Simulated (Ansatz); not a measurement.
Spectroscopic constants of AlZn, multiplicity 2 (the spin of the measured ground state). No spin–orbit coupling. Zn is treated without relativity.

Constants: fifth-degree fit in 1/R to seven points, most abundant isotopes. In def2 and cc sets the state is the lowest found near the PBE0 minimum, followed along R.

Run with Ansatz (a quantum-chemistry and plane-wave program). Values without a source in brackets are computed.

```json
[
 {"level": "PBE/def2-TZVPP", "r_e (Å)": "2.662", "ω_e (cm⁻¹)": "186", "B_e (cm⁻¹)": "0.125", "ω_e x_e (cm⁻¹)": "1.9", "D_e (eV)": "0.50", "dipole (D)": "0.55"},
 {"level": "r2SCAN/def2-TZVPP", "r_e (Å)": "2.623", "ω_e (cm⁻¹)": "198", "B_e (cm⁻¹)": "0.129", "ω_e x_e (cm⁻¹)": "1.9", "D_e (eV)": "0.51", "dipole (D)": "0.59"},
 {"level": "B97M-V/def2-TZVPP", "r_e (Å)": "2.666", "ω_e (cm⁻¹)": "184", "B_e (cm⁻¹)": "0.125", "ω_e x_e (cm⁻¹)": "2.3", "D_e (eV)": "0.44", "dipole (D)": "0.62"},
 {"level": "B3LYP/def2-TZVPP", "r_e (Å)": "2.756", "ω_e (cm⁻¹)": "148", "B_e (cm⁻¹)": "0.117", "ω_e x_e (cm⁻¹)": "2.3", "D_e (eV)": "0.26", "dipole (D)": "0.51"},
 {"level": "PBE0/def2-TZVPP", "r_e (Å)": "2.697", "ω_e (cm⁻¹)": "174", "B_e (cm⁻¹)": "0.122", "ω_e x_e (cm⁻¹)": "2.0", "D_e (eV)": "0.42", "dipole (D)": "0.81"},
 {"level": "BHLYP/def2-TZVPP", "r_e (Å)": "2.842", "ω_e (cm⁻¹)": "122", "B_e (cm⁻¹)": "0.110", "ω_e x_e (cm⁻¹)": "2.6", "D_e (eV)": "0.17", "dipole (D)": "0.72"},
 {"level": "CAM-B3LYP/def2-TZVPP", "r_e (Å)": "2.787", "ω_e (cm⁻¹)": "130", "B_e (cm⁻¹)": "0.114", "ω_e x_e (cm⁻¹)": "2.6", "D_e (eV)": "0.20", "dipole (D)": "0.62"},
 {"level": "wB97X-V/def2-TZVPP", "r_e (Å)": "2.803", "ω_e (cm⁻¹)": "129", "B_e (cm⁻¹)": "0.113", "ω_e x_e (cm⁻¹)": "2.5", "D_e (eV)": "0.23", "dipole (D)": "0.90"},
 {"level": "wB97M-V/def2-TZVPP", "r_e (Å)": "2.766", "ω_e (cm⁻¹)": "142", "B_e (cm⁻¹)": "0.116", "ω_e x_e (cm⁻¹)": "2.3", "D_e (eV)": "0.28", "dipole (D)": "0.44"},
 {"level": "B2PLYP/def2-TZVPP", "r_e (Å)": "2.740", "ω_e (cm⁻¹)": "149", "B_e (cm⁻¹)": "0.118", "ω_e x_e (cm⁻¹)": "2.7", "D_e (eV)": "-", "dipole (D)": "-"}
]
```

D_e counts from each atom's lowest state at the same level, without counterpoise or zero-point energy.

Correlated levels freeze the inner cores; with def2 sets outer-core shells near the valence are correlated too.
